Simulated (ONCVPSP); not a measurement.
# An all-electron radial function and its pseudo partner (silicon)

Columns: radius, all-electron u(r) and pseudo u(r) of the 3s shell (level -14.73 eV) of silicon in the configuration [Ne] 3s2 3p1.5; PBE, scalar-relativistic, ONCV scheme, ONCVPSP 4.0.1.

```
r (bohr)  all-electron  pseudo
   0.103        0.1190  0.0131
   0.205       -0.1459  0.0299
   0.308       -0.3151  0.0536
   0.410       -0.3426  0.0858
   0.513       -0.2713  0.1283
   0.615       -0.1474  0.1806
   0.718       -0.0010  0.2429
   0.820        0.1449  0.3116
   0.923        0.2813  0.3847
   1.025        0.3998  0.4571
   1.128        0.5003  0.5274
   1.230        0.5809  0.5914
   1.332        0.6439  0.6469
   1.435        0.6913  0.6918
   1.538        0.7237  0.7237
   1.640        0.7427  0.7427
   1.743        0.7504  0.7504
   1.845        0.7485  0.7485
   1.948        0.7385  0.7385
   2.050        0.7222  0.7222
   2.153        0.7006  0.7006
   2.255        0.6754  0.6754
   2.358        0.6470  0.6470
   2.460        0.6170  0.6170
   2.562        0.5858  0.5858
   2.665        0.5536  0.5536
```

Problem. How many radial nodes do the two functions have?

Solution. The all-electron 3s function has n − l − 1 = 2; the pseudo-wave has 0, since the states of the same l below it are removed with the core.

Problem. At about which radius was the pseudo-wave matched?

Solution. 1.70 bohr. The columns agree to 0.0005 from 1.44 bohr on; several derivatives are matched, so the curves merge somewhat inside the radius.

Problem. Where does each function peak?

Solution. Outermost all-electron maximum near 1.74 bohr, pseudo maximum near 1.74 bohr (to the table’s step).

Problem. Is the pseudo-wave norm-conserving?

Solution. Yes: the ONCV scheme keeps the norm inside the radius equal to the all-electron one, which fixes the energy derivative of the logarithmic derivative at the level.
